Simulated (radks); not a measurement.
Q: Ta LXII, configuration [Ne] 3s2 (the NIST ground configuration). Calculated with a radial shooting solver on a logarithmic mesh with Libxc functionals: Dirac Kohn-Sham, PBE, spin-unpolarised, spherical densities, finite nucleus; Fermi nuclear charge, rms radius 5.3507 fm. Some entries of the table are withheld. Estimate them.

orbital  occ.  eigenvalue (eV)  <r> (bohr)  <1/r> (bohr^-1)
1s1/2       2        -72406.30     0.01865            85.44
2s1/2       2              (1)     0.07721            21.07
2p1/2       2              (2)         (3)            20.98
2p3/2       4              (4)         (5)            17.76
3s1/2       2        -6734.516      0.1860            8.557

A: 
(1) 2s1/2 eigenvalue (eV): -16416.09
(2) 2p1/2 eigenvalue (eV): -15980.16
(3) 2p1/2 <r> (bohr): 0.06384
(4) 2p3/2 eigenvalue (eV): -14668.38
(5) 2p3/2 <r> (bohr): 0.07135
